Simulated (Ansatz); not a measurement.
## Molecular dynamics of Cl₃FH₂HfO

input.yaml

```yaml
crystal:
  periodic: [false, false, false]
  atoms:
    - { symbol: Hf, position_ang: [0.278028, -0.530731, -0.109392] }
    - { symbol: O, position_ang: [-0.01452, -0.302611, 2.062242] }
    - { symbol: H, position_ang: [-0.60668, 0.406058, 2.399823] }
    - { symbol: Cl, position_ang: [1.994538, 0.485481, -1.302609] }
    - { symbol: Cl, position_ang: [-1.206598, 1.333795, 0.207708] }
    - { symbol: Cl, position_ang: [-1.020605, -1.842288, -1.522779] }
    - { symbol: F, position_ang: [1.260613, -1.911394, 0.793405] }
    - { symbol: H, position_ang: [0.368322, -0.896009, 2.741502] }
basis:
  gaussian: { orbitals: def2-SVP }
hamiltonian:
  xc: lda
md:
  timestep: 0.5
  n_steps: 200
  ensemble: nve
  temperature: 300.0
  initial_velocities: maxwell_boltzmann
  seed: 6758
```

Run as:

```bash
$ ansatz run input.yaml --threads 4 --pin off --max-ram 5120MiB --backend cpu --events-out ev --progress --plain --runs-dir out
```

It starts at the highest image of a converged band. Of that band: The profile has 2 maxima (images 2, 5) with wells between them (image 4): this band takes more than one step, which may be the mechanism or a detour left from its start path. A vibrational analysis at the climbing image gives no mode beyond 40i cm⁻¹: the surface is too flat there to confirm a saddle point.

Output, in part (one step line in 4, the closing report, with atoms numbered from 0):

```
md step     0: t =     0.00 fs  T =   300.0 K  F+E_penalty+E_count = -43508.79889885 eV  E_kin = 0.232668 eV  conserved = -43508.56623086 eV  (27 SCF iters)
md step     4: t =     2.00 fs  T =   279.6 K  F+E_penalty+E_count = -43508.78272242 eV  E_kin = 0.216885 eV  conserved = -43508.56583788 eV  (32 SCF iters)
md step     8: t =     4.00 fs  T =   275.3 K  F+E_penalty+E_count = -43508.77965160 eV  E_kin = 0.213488 eV  conserved = -43508.56616342 eV  (32 SCF iters)
md step    12: t =     6.00 fs  T =   245.5 K  F+E_penalty+E_count = -43508.75626315 eV  E_kin = 0.190422 eV  conserved = -43508.56584086 eV  (32 SCF iters)
md step    16: t =     8.00 fs  T =   245.6 K  F+E_penalty+E_count = -43508.75652610 eV  E_kin = 0.190475 eV  conserved = -43508.56605138 eV  (32 SCF iters)
md step    20: t =    10.00 fs  T =   236.2 K  F+E_penalty+E_count = -43508.74920217 eV  E_kin = 0.183181 eV  conserved = -43508.56602078 eV  (32 SCF iters)
md step    24: t =    12.00 fs  T =   223.5 K  F+E_penalty+E_count = -43508.73929290 eV  E_kin = 0.173301 eV  conserved = -43508.56599182 eV  (32 SCF iters)
md step    28: t =    14.00 fs  T =   210.1 K  F+E_penalty+E_count = -43508.72901066 eV  E_kin = 0.162925 eV  conserved = -43508.56608574 eV  (32 SCF iters)
md step    32: t =    16.00 fs  T =   178.7 K  F+E_penalty+E_count = -43508.70443794 eV  E_kin = 0.138601 eV  conserved = -43508.56583703 eV  (32 SCF iters)
md step    36: t =    18.00 fs  T =   175.9 K  F+E_penalty+E_count = -43508.70255107 eV  E_kin = 0.136405 eV  conserved = -43508.56614569 eV  (32 SCF iters)
md step    40: t =    20.00 fs  T =   155.0 K  F+E_penalty+E_count = -43508.68597804 eV  E_kin = 0.120204 eV  conserved = -43508.56577395 eV  (32 SCF iters)
md step    44: t =    22.00 fs  T =   171.7 K  F+E_penalty+E_count = -43508.69935990 eV  E_kin = 0.133176 eV  conserved = -43508.56618411 eV  (32 SCF iters)
md step    48: t =    24.00 fs  T =   160.8 K  F+E_penalty+E_count = -43508.69057475 eV  E_kin = 0.124707 eV  conserved = -43508.56586788 eV  (32 SCF iters)
md step    52: t =    26.00 fs  T =   168.5 K  F+E_penalty+E_count = -43508.69674719 eV  E_kin = 0.130647 eV  conserved = -43508.56610015 eV  (32 SCF iters)
md step    56: t =    28.00 fs  T =   155.7 K  F+E_penalty+E_count = -43508.68668104 eV  E_kin = 0.120716 eV  conserved = -43508.56596482 eV  (32 SCF iters)
md step    60: t =    30.00 fs  T =   150.5 K  F+E_penalty+E_count = -43508.68273925 eV  E_kin = 0.116752 eV  conserved = -43508.56598773 eV  (32 SCF iters)
md step    64: t =    32.00 fs  T =   152.1 K  F+E_penalty+E_count = -43508.68400191 eV  E_kin = 0.117989 eV  conserved = -43508.56601253 eV  (32 SCF iters)
md step    68: t =    34.00 fs  T =   152.3 K  F+E_penalty+E_count = -43508.68404019 eV  E_kin = 0.118144 eV  conserved = -43508.56589636 eV  (32 SCF iters)
md step    72: t =    36.00 fs  T =   169.8 K  F+E_penalty+E_count = -43508.69788594 eV  E_kin = 0.131722 eV  conserved = -43508.56616423 eV  (32 SCF iters)
md step    76: t =    38.00 fs  T =   159.1 K  F+E_penalty+E_count = -43508.68925472 eV  E_kin = 0.123406 eV  conserved = -43508.56584882 eV  (32 SCF iters)
md step    80: t =    40.00 fs  T =   166.4 K  F+E_penalty+E_count = -43508.69521591 eV  E_kin = 0.129042 eV  conserved = -43508.56617379 eV  (32 SCF iters)
md step    84: t =    42.00 fs  T =   146.9 K  F+E_penalty+E_count = -43508.67975631 eV  E_kin = 0.113933 eV  conserved = -43508.56582357 eV  (32 SCF iters)
md step    88: t =    44.00 fs  T =   157.9 K  F+E_penalty+E_count = -43508.68859092 eV  E_kin = 0.122491 eV  conserved = -43508.56609953 eV  (32 SCF iters)
md step    92: t =    46.00 fs  T =   154.4 K  F+E_penalty+E_count = -43508.68562054 eV  E_kin = 0.119724 eV  conserved = -43508.56589676 eV  (32 SCF iters)
md step    96: t =    48.00 fs  T =   168.4 K  F+E_penalty+E_count = -43508.69668491 eV  E_kin = 0.130581 eV  conserved = -43508.56610418 eV  (32 SCF iters)
md step   100: t =    50.00 fs  T =   164.6 K  F+E_penalty+E_count = -43508.69362694 eV  E_kin = 0.127633 eV  conserved = -43508.56599357 eV  (32 SCF iters)
md step   104: t =    52.00 fs  T =   154.1 K  F+E_penalty+E_count = -43508.68554256 eV  E_kin = 0.119547 eV  conserved = -43508.56599574 eV  (32 SCF iters)
md step   108: t =    54.00 fs  T =   142.3 K  F+E_penalty+E_count = -43508.67645268 eV  E_kin = 0.110389 eV  conserved = -43508.56606416 eV  (32 SCF iters)
md step   112: t =    56.00 fs  T =   123.3 K  F+E_penalty+E_count = -43508.66150930 eV  E_kin = 0.095646 eV  conserved = -43508.56586334 eV  (32 SCF iters)
md step   116: t =    58.00 fs  T =   127.8 K  F+E_penalty+E_count = -43508.66521440 eV  E_kin = 0.099086 eV  conserved = -43508.56612792 eV  (32 SCF iters)
md step   120: t =    60.00 fs  T =   113.0 K  F+E_penalty+E_count = -43508.65354374 eV  E_kin = 0.087650 eV  conserved = -43508.56589382 eV  (32 SCF iters)
md step   124: t =    62.00 fs  T =   112.3 K  F+E_penalty+E_count = -43508.65321216 eV  E_kin = 0.087058 eV  conserved = -43508.56615447 eV  (32 SCF iters)
md step   128: t =    64.00 fs  T =    82.7 K  F+E_penalty+E_count = -43508.62997384 eV  E_kin = 0.064101 eV  conserved = -43508.56587275 eV  (33 SCF iters)
md step   132: t =    66.00 fs  T =    73.2 K  F+E_penalty+E_count = -43508.62290682 eV  E_kin = 0.056785 eV  conserved = -43508.56612156 eV  (32 SCF iters)
md step   136: t =    68.00 fs  T =    50.7 K  F+E_penalty+E_count = -43508.60519955 eV  E_kin = 0.039345 eV  conserved = -43508.56585413 eV  (32 SCF iters)
md step   140: t =    70.00 fs  T =    54.4 K  F+E_penalty+E_count = -43508.60821892 eV  E_kin = 0.042172 eV  conserved = -43508.56604742 eV  (32 SCF iters)
md step   144: t =    72.00 fs  T =    54.5 K  F+E_penalty+E_count = -43508.60825464 eV  E_kin = 0.042275 eV  conserved = -43508.56597984 eV  (33 SCF iters)
md step   148: t =    74.00 fs  T =    58.4 K  F+E_penalty+E_count = -43508.61130701 eV  E_kin = 0.045296 eV  conserved = -43508.56601140 eV  (33 SCF iters)
md step   152: t =    76.00 fs  T =    56.2 K  F+E_penalty+E_count = -43508.60959907 eV  E_kin = 0.043551 eV  conserved = -43508.56604774 eV  (31 SCF iters)
md step   156: t =    78.00 fs  T =    46.5 K  F+E_penalty+E_count = -43508.60200228 eV  E_kin = 0.036095 eV  conserved = -43508.56590705 eV  (31 SCF iters)
md step   160: t =    80.00 fs  T =    57.5 K  F+E_penalty+E_count = -43508.61064117 eV  E_kin = 0.044572 eV  conserved = -43508.56606895 eV  (31 SCF iters)
md step   164: t =    82.00 fs  T =    62.2 K  F+E_penalty+E_count = -43508.61405526 eV  E_kin = 0.048221 eV  conserved = -43508.56583393 eV  (32 SCF iters)
md step   168: t =    84.00 fs  T =    95.3 K  F+E_penalty+E_count = -43508.64012093 eV  E_kin = 0.073926 eV  conserved = -43508.56619467 eV  (32 SCF iters)
md step   172: t =    86.00 fs  T =    97.5 K  F+E_penalty+E_count = -43508.64145977 eV  E_kin = 0.075596 eV  conserved = -43508.56586398 eV  (32 SCF iters)
md step   176: t =    88.00 fs  T =   116.1 K  F+E_penalty+E_count = -43508.65615279 eV  E_kin = 0.090005 eV  conserved = -43508.56614759 eV  (32 SCF iters)
md step   180: t =    90.00 fs  T =   109.4 K  F+E_penalty+E_count = -43508.65075733 eV  E_kin = 0.084874 eV  conserved = -43508.56588309 eV  (32 SCF iters)
md step   184: t =    92.00 fs  T =   124.0 K  F+E_penalty+E_count = -43508.66218947 eV  E_kin = 0.096144 eV  conserved = -43508.56604522 eV  (32 SCF iters)
md step   188: t =    94.00 fs  T =   133.3 K  F+E_penalty+E_count = -43508.66935421 eV  E_kin = 0.103399 eV  conserved = -43508.56595476 eV  (32 SCF iters)
md step   192: t =    96.00 fs  T =   150.3 K  F+E_penalty+E_count = -43508.68255485 eV  E_kin = 0.116535 eV  conserved = -43508.56602022 eV  (32 SCF iters)
md step   196: t =    98.00 fs  T =   161.8 K  F+E_penalty+E_count = -43508.69156902 eV  E_kin = 0.125474 eV  conserved = -43508.56609504 eV  (32 SCF iters)
md step   200: t =   100.00 fs  T =   153.3 K  F+E_penalty+E_count = -43508.68475593 eV  E_kin = 0.118862 eV  conserved = -43508.56589369 eV  (51 SCF iters)
Total energy: -43508.68482879 eV, -1598.9146762121 hartree
Atom 0 at     0.269999    -0.461518    -0.127219 Å, force    -0.001034    -0.361581     0.333466 eV/Å
Atom 1 at     0.088039    -0.295692     2.056739 Å, force     0.745714    -1.001972     0.453538 eV/Å
Atom 2 at    -0.531741     0.269928     2.541017 Å, force    -0.446318     0.399462     0.185066 eV/Å
Atom 3 at     2.126545     0.262103    -1.323426 Å, force    -0.051863     0.299371    -0.030598 eV/Å
Atom 4 at    -1.384458     1.248660     0.338167 Å, force     0.249790    -0.065890    -0.267470 eV/Å
Atom 5 at    -0.930570    -1.864482    -1.512932 Å, force    -0.223199    -0.003933    -0.188844 eV/Å
Atom 6 at     1.160276    -1.933821     0.743018 Å, force    -0.068579     0.109719     0.004090 eV/Å
Atom 7 at     0.424505    -1.071932     2.591667 Å, force    -0.204512     0.624823    -0.489248 eV/Å
Dipole moment:    -0.062046     0.046543     1.084168 e Å
```

All steps were run. The conserved energy stayed within 0.058 meV per atom of its start (net change 0.042 meV per atom), so the integration is sound. A run of 0.1 ps of so small a system gives no equilibrium averages. The orbitals stay closed-shell, which can raise the energy where a bond breaks towards radicals; this wasn't checked here.

The same pairs are bonded in the first frame and the last. Pairs count as bonded within 1.25 times the sum of covalent radii (0.12 Å more for H–H).

Last frame:

```xyz
8
Properties=species:S:1:pos:R:3
Hf 0.270 -0.462 -0.127
O 0.088 -0.296 2.057
H -0.532 0.270 2.541
Cl 2.127 0.262 -1.323
Cl -1.385 1.249 0.338
Cl -0.931 -1.865 -1.513
F 1.160 -1.934 0.743
H 0.424 -1.072 2.592
```

Run time: 110 s on 4 threads of Intel(R) Xeon(R) 6975P-C (Granite Rapids), with other jobs on the host, peak memory 0.2 GiB.
